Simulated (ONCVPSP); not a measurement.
## Hf, ONCV: configuration errors across variants

- Element: hafnium
- Generator: ONCVPSP 4.0.1
- Type: optimised norm-conserving Vanderbilt (ONCV)
- Functional: PBEsol
- Relativity: fully relativistic
- Frozen core: [Kr] 4d10 4f14
- Valence charge: 12
- Reference configuration: 5s2 5p6 5d2 6s2
- Partial waves: 5s+6s: rc 1.80 bohr, ncon 3, nbas 6, qcut 7.5 1/bohr, 2 projectors; 5p: rc 1.60 bohr, ncon 3, nbas 6, qcut 10.4 1/bohr, 2 projectors, debl 1.3 Ha; 5d: rc 2.45 bohr, ncon 4, nbas 8, qcut 7.1 1/bohr, 2 projectors, debl 3.7 Ha
- Local potential: polynomial inside 1.10 bohr (lpopt 4, dvloc0 0 Ha)
- Core correction: Teter function, fcfact 6, rcfact 1.55

Open shells are filled in proportion to 2j + 1.

All-electron excitation energies from the reference (eV): (1) 5s2 5p6 5d2 6s1 8.012; (2) 5s2 5p6 5d2 6s0 22.176; (3) 5s2 5p6 5d2 6s1.5 3.271.

A true bound ghost makes a file unfit for plane-wave use even where its test errors are small: the radial tests pick states by their node count and pass the ghost by.

Errors AE − PS in meV (a dash: test not solved or not reliable):

```csv
change,(1),(2),(3),bound ghosts,GHOST(+) flags above zero
base,-1.0,-0.8,-0.2,none,s
"local potential polynomial inside 1.30 bohr (lpopt 5, dvloc0 4 Ha)",-1.0,-0.8,-0.2,none,s
"p: ncon 4, nbas 7",-1.0,-0.8,-0.2,none,s
p: rc 2.06,-1.0,-0.7,-0.2,none,s
```

**Question.** Give the same row for: d: rc 2.88.

**Answer.** -95, -193, -58; bound ghosts: d3/2; GHOST(+) flags above zero: s, d5/2.
